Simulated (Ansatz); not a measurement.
One geometry of Nb₂B₂, several levels of theory.

```yaml
crystal:
  periodic: [false, false, false]
  atoms:
    - {symbol: Nb, position_ang: [0.313980, 0.027391, -1.237946]}
    - {symbol: Nb, position_ang: [-0.053985, -1.742055, 0.061131]}
    - {symbol: B, position_ang: [-0.031058, 1.552583, 0.258291]}
    - {symbol: B, position_ang: [-0.228927, 0.162081, 0.918534]}
basis:
  gaussian: {orbitals: def2-TZVP, initial_orbitals: start.molden}
magnetization: {spin_polarized: true, initial_magnetization: 2}
hamiltonian: {xc: {name: LC-wPBE, parameters: {omega: 0.2/bohr}}}
scf: {omitted_lower_state_checks: [starts]}
output: {orbitals: {seedname: orbitals}}
```

The file start.molden holds the orbitals of an earlier run on this structure, at another level or in another basis.

```sh
$ ansatz run in.yaml --threads 2 --pin off --events-out ev --progress --plain --max-ram 4352MiB
```

Output, abridged:

```
Functional definition: LC-wPBE
974 factors; their error is unknown
195 factors; integrals over basis functions are off by at most 5.0e-6 eV
mean field evaluation 1: about -4446.7870 eV, gradient 3.5e0 eV
mean field evaluation 2: about -4446.8339 eV, gradient 9.6e-2 eV
mean field evaluation 4: about -4446.8257 eV, gradient 7.2e-3 eV
mean field evaluation 8: about -4446.8257 eV, gradient 4.8e-5 eV
mean field -4446.82565094 eV, -163.4178285053 hartree, gradient 6.6e-6 eV, S^2 2.059924; 0 other end points of the search recorded, 0 dependent functions left out
reference -4446.82565096 eV, -163.4178285060 hartree; 19, 17 occupied and 123, 125 virtual orbitals, 974 factors
Total energy: -4446.82565096 eV, -163.4178285060 hartree
Checks for a lower state left out: starts
```

It took 16 s on 2 threads of Arm Neoverse V2 on a shared host.

The first input with `hamiltonian: {xc: {name: revPBE}, dispersion: d4}` (abridged; 5.5 s):

```
Functional definition: revPBE
mean field -4450.82965985 eV, -163.5649731187 hartree, gradient 3.5e-5 eV, S^2 2.022927
Total energy: -4451.20818157 eV, -163.5788835356 hartree
Checks for a lower state left out: starts
```

As the first input, with `hamiltonian: {xc: {name: PBE-QIDH}}` and without the key `output` (abridged; 16 s):

```
Functional definition: PBE-QIDH
mean field -4429.21486492 eV, -162.7706440561 hartree, gradient 3.7e-6 eV, S^2 2.786603
2 core orbitals not correlated: weight in the atoms' cores, before any rotation towards them, 1.000 or more for the frozen orbitals, at most 0.000 for the correlated occupied ones
second order -32.08084744 eV of doubles, -0.00000000 eV of singles
Total energy: -4439.90849324 eV, -163.1636276484 hartree
Checks for a lower state left out: starts
```

First input, but with `hamiltonian: {xc: r2scan, dispersion: d4}` (abridged; 14 s):

```
Functional definition: r2SCAN
mean field -4448.45405650 eV, -163.4776713058 hartree, gradient 2.4e-5 eV, S^2 2.069069
Total energy: -4448.48590866 eV, -163.4788418511 hartree
Checks for a lower state left out: starts
```

The first input with `hamiltonian: {xc: pbe0, dispersion: d4}` (abridged; 7.5 s):

```
Functional definition: PBE0
mean field -4444.80469215 eV, -163.3435596398 hartree, gradient 2.8e-5 eV, S^2 2.067767
Total energy: -4444.95472803 eV, -163.3490733566 hartree
Checks for a lower state left out: starts
```

As the first input, with `hamiltonian: {xc: {name: CAM-B3LYP}, dispersion: d4}` (abridged; 19 s):

```
Functional definition: CAM-B3LYP
mean field -4442.51506818 eV, -163.2594175106 hartree, gradient 1.5e-5 eV, S^2 2.092312
Total energy: -4442.67465494 eV, -163.2652822161 hartree
Checks for a lower state left out: starts
```

First input, but with `hamiltonian: {xc: {name: LC-wPBE, parameters: {omega: 0.1/bohr}}}` (abridged; 14 s):

```
Functional definition: LC-wPBE
mean field -4447.66628494 eV, -163.4487212350 hartree, gradient 3.5e-5 eV, S^2 2.023843
Total energy: -4447.66628502 eV, -163.4487212381 hartree
Checks for a lower state left out: starts
```

Geometry: r2SCAN-D4/def2-TZVP.

In the def2 sets Nb takes a core potential; there is no spin–orbit coupling. Correlated methods freeze 2 core orbitals; core or outer-core shells of Nb are correlated, in sets that lack core-valence functions. At PBE-QIDH/def2-TZVP the charge 0 triplet is spin-contaminated (final ⟨S²⟩ up to 2.79, 2.00 for a pure state). The structure comes from a short search, and lower isomers may exist.
